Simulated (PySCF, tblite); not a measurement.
Species: C₂H₁₀N₂OSi.
Geometry (GFN2-xTB, Å), atoms numbered from 1 in this order:
```xyz
16
C2H10N2OSi angstrom
C      2.0472    0.5343    0.1112
C      1.0472   -0.6159    0.0843
Si    -0.7661   -0.0479    0.0871
N     -1.0294    0.9559   -1.2980
N     -1.7377   -1.4825    0.0995
O     -1.1669    0.8069    1.4299
H      1.9622    1.1369   -0.7901
H      1.8667    1.1795    0.9683
H      3.0694    0.1620    0.1730
H      1.2413   -1.2304   -0.7936
H      1.2251   -1.2556    0.9497
H     -0.3418    1.6673   -1.4868
H     -1.9483    1.3568   -1.4063
H     -2.7321   -1.3635    0.2106
H     -1.5690   -2.1604   -0.6247
H     -1.1753    0.3654    2.2747
```

Method used: wB97X-D/def2-SVPD in PySCF (dipole) on a GFN2-xTB geometry, gas phase.

Take the most abundant isotopes and a rigid rotor. The values belong to one conformer with, in the numbering `[CH3:1][CH2:2][Si:3]([NH2:4])([NH2:5])[OH:6]`, C1–C2–Si3–N4 59°, C2–Si3–N4–H -46° and -178°, C2–Si3–N5–H 173° and -54°, C2–Si3–O6–H -67°.

(1) Give the principal moments of inertia and the rotational constants in MHz.

(2) What kind of rotor is it?

(3) Is it planar, by Δ = Ic − Ia − Ib?

(4) Give the other two planar moments, Paa and Pbb, and the rms extents of the mass along the axes.

(5) Where do the levels up to J = 2 lie, in cm⁻¹?

(6) Which types of transition are allowed, and where do some lines up to J = 2 fall?

Results:

(1) Ia = 144.02, Ib = 250.41, Ic = 259.47 u·Å²; 505379 MHz·u·Å²/I gives A = 3509, B = 2018, C = 1948 MHz.

(2) A near-prolate asymmetric top. Ray's parameter κ = (2B − A − C)/(A − C) = -0.910; −1 is the prolate and +1 the oblate limit.

(3) Not planar: Δ = Ic − Ia − Ib = -134.96 u·Å². For a rigid frame Δ = −2 Σ m c², so Σ m c² = 67.48 u·Å² lies off the ab plane: 11.88 from hydrogen and 55.60 from heavier atoms. The atom farthest from that plane is 2.18 Å away.

(4) Paa = Σ m a² = (Ib + Ic − Ia)/2 = 182.93 and Pbb = Σ m b² = (Ia + Ic − Ib)/2 = 76.55 u·Å². With the mass M = 106.06 u, the rms extents √(P/M) along a, b and c are 1.31, 0.85, 0.80 Å.

(5) Above 0(0,0):
J = 1: 1(0,1) 0.1323, 1(1,1) 0.1820, 1(1,0) 0.1844
J = 2: 2(0,2) 0.3968, 2(1,2) 0.4442, 2(1,1) 0.4513, 2(2,1) 0.6005, 2(2,0) 0.6006

(6) The dipole components are |μa| = 0.41 D, |μb| = 0.22 D, |μc| = 0.17 D. The squared components, which scale the intensities, stand as 1.00 : 0.28 : 0.18 (a : b : c). Some lines, for components of 0.1 D or more:

```
type  branch         J(Ka,Kc)    MHz  lower level (cm⁻¹)
   c       Q  1(1,1) ← 1(0,1)   1491               0.132
   b       Q  1(1,0) ← 1(0,1)   1561               0.132
   b       Q  2(1,1) ← 2(0,2)   1634               0.397
   c       Q  2(2,1) ← 2(1,1)   4472               0.451
   c       R  1(1,0) ← 0(0,0)   5527               0.000
   b       R  2(0,2) ← 1(1,1)   6439               0.182
   a       R  2(1,2) ← 1(1,1)   7861               0.182
   a       R  2(0,2) ← 1(0,1)   7929               0.132
   a       R  2(1,1) ← 1(1,0)   8002               0.184
   b       R  2(1,2) ← 1(0,1)   9352               0.132
   b       R  2(2,1) ← 1(1,0)  12475               0.184
   b       R  2(2,0) ← 1(1,1)  12548               0.182
```

Its GFN2-xTB frequencies are all real (lowest 34 cm⁻¹). These are rigid-rotor constants of the computed structure; measured ground-state constants (B0) also hold zero-point vibration. A rigid rotor knows nothing of inversion at nitrogen or internal rotation, which can split or shift real lines. Quadrupole hyperfine structure (14N) is left out.
